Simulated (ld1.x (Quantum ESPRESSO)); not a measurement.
## Ni: RRKJ pseudisation with PBE, scalar-relativistic reference atom.

Ni, norm-conserving RRKJ (Kleinman–Bylander form), made with ld1.x (Quantum ESPRESSO) 7.5 (PBE, scalar-relativistic). Core [Ne], reference 3s2 3p6 3d8 4s2 4p0. Waves: 3p (bound): rc 0.65 bohr; 3d (bound): rc 0.80 bohr; 4f channel at 0.05 Ry: rc 1.05 bohr; 3s (bound): rc 1.10 bohr. Local part: the s channel. Core correction: none. rho0 = 0.01.

Occupied shells without a wave of their own: 4s. They enter only through the test configuration that unscreens the potential.

All-electron outer shells of the reference configuration (PBE, scalar-relativistic, ld1.x):

```json
{"shell": "2s", "level (eV)": "-981.83", "outermost node (bohr)": "0.07", "outermost maximum (bohr)": "0.21"}
{"shell": "2p", "level (eV)": "-844.68", "outermost node (bohr)": "–", "outermost maximum (bohr)": "0.16"}
{"shell": "3s", "level (eV)": "-111.06", "outermost node (bohr)": "0.30", "outermost maximum (bohr)": "0.64"}
{"shell": "3p", "level (eV)": "-71.39", "outermost node (bohr)": "0.27", "outermost maximum (bohr)": "0.65"}
{"shell": "3d", "level (eV)": "-8.87", "outermost node (bohr)": "–", "outermost maximum (bohr)": "0.63"}
{"shell": "4s", "level (eV)": "-5.64", "outermost node (bohr)": "0.92", "outermost maximum (bohr)": "2.24"}
{"shell": "4p", "level (eV)": "-1.22", "outermost node (bohr)": "1.00", "outermost maximum (bohr)": "3.17"}
```

Question: Does this generation succeed?

Answer: No. ld1.x (Quantum ESPRESSO) 7.5 stopped with "compute_chi: n is too large": near the origin the numerical χ = (ε − T − V_loc)φ did not join its small-r series within 0.05 bohr.
